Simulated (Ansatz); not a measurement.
`[BH2][SbH][CH3]` + `C=C=N` → `[CH3][SbH2]` + `BN=C=C` at 700 K and 1 bar (formal exchange of groups at the Sb–B bond).

Gas-phase electronic energies from Ansatz, PBE0-D4/def2-TZVP geometries. CCSD(T)/CBS is the MP2 limit (def2-TZVPP, def2-QZVPP) plus CCSD(T) − MP2 in def2-TZVPP, frozen cores. This one scheme is used for every species. Elements past krypton have def2 core potentials. For Sb outer-core shells are correlated without core-valence functions, which leaves a few kJ/mol of doubt a bond. Each species was taken in one conformer, which may not be the lowest.

```json
{"species": "`[BH2][SbH][CH3]`", "CCSD(T)/CBS energy (Eh)": "-306.43061", "H − E (kJ/mol)": "231.5", "S (J/(mol·K))": "423.2"}
{"species": "`C=C=N`", "CCSD(T)/CBS energy (Eh)": "-132.55079", "H − E (kJ/mol)": "156.4", "S (J/(mol·K))": "309.8"}
{"species": "`[CH3][SbH2]`", "CCSD(T)/CBS energy (Eh)": "-281.05548", "H − E (kJ/mol)": "178.7", "S (J/(mol·K))": "355.3"}
{"species": "`BN=C=C`", "CCSD(T)/CBS energy (Eh)": "-157.96924", "H − E (kJ/mol)": "203.3", "S (J/(mol·K))": "362.2"}
```

H − E and S are ideal-gas, rigid-rotor, harmonic terms from PBE0-D4/def2-TZVP, for one conformer and one mirror image of each species. 1 Eh = 2625.50 kJ/mol, R = 8.31446 J/(mol·K).

Problem. By hand: ΔE, ΔH, ΔS and ΔG.

Solution. ΔE = (-281.05548) + (-157.96924) − (-306.43061) − (-132.55079) = -0.04332 Eh = -113.7 kJ/mol. Δ(H − E) = 178.7 + 203.3 − 231.5 − 156.4 = -5.9, so ΔH = -119.6 kJ/mol. ΔS = 355.3 + 362.2 − 423.2 − 309.8 = -15.5 J/(mol·K). ΔG = -119.6 − 700 × (-15.5)/1000 = -108.8 kJ/mol.

Problem. By hand: the equilibrium constant, and the temperature at which ΔG would vanish if ΔH and ΔS stayed fixed.

Solution. log₁₀ K = −ΔG/(RT ln 10) = 8.1. ΔG = 0 at ΔH/ΔS = 7716 K, far beyond where these terms or the molecules hold.

ΔH outweighs TΔS. A doubt of 5 kJ/mol in ΔE shifts log₁₀ K by 0.4 here. Other conformers and mirror images would add mixing entropy, several J/(mol·K) or more a flexible species. These are equilibria of isolated gas molecules and say nothing of rates. Largest T1 diagnostic: 0.017 (customary marks: 0.02 for closed shells, 0.045 for open ones).
